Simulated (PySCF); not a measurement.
## One change at a time: excitation energies

Method used: TDDFT CAM-B3LYP/def2-SVPD, vertical, gas phase, core orbitals frozen in the response in PySCF 2.14.0, density-fitted response routines. Geometries: GFN2-xTB; one conformer of each isolated species. Triplets are in the Tamm–Dancoff approximation. Ions are computed without counter-ions or solvent.

Parent: `C1CPCCO1`, with lowest singlet excitation energy 6.41 eV, S1–T1 gap 0.96 eV, HOMO energy -8.02 eV, LUMO energy 1.38 eV. Its spectrum: 6.41 eV (f 0.039); 6.52 eV (f 0.044); 7.06 eV (f 0.074); 7.30 eV (f 0.010); 7.50 eV (f 0.057).

Shifts from the parent:

```tsv
change	SMILES	Δ S1 (eV)	Δ S1−T1 (eV)	Δ HOMO (eV)	Δ LUMO (eV)
phosphine turned into its P-methylated cation	C[PH+]1CCOCC1	+1.19	-0.71	-5.77	-4.41
phosphine turned into its oxide	O=[PH]1CCOCC1	+0.85	-0.73	-1.10	-0.26
```

(1) Predict the same shifts for this change: phosphine turned into its sulfide (`S=[PH]1CCOCC1`).

Results:

(1) Δ lowest singlet excitation energy -0.60 eV, Δ S1–T1 gap -0.52 eV, Δ HOMO energy +0.17 eV, Δ LUMO energy -0.48 eV. Spectrum: 5.81 eV (f 0.004); 5.94 eV (f 0.017); 6.19 eV (f 0.028); 6.25 eV (f 0.029); 6.32 eV (f 0.020). S1 falls most with phosphine turned into its sulfide (-0.60 eV), and it rises most with phosphine turned into its P-methylated cation (+1.19 eV). S1 is simply the lowest singlet of each species and needn't be the same kind of state throughout.
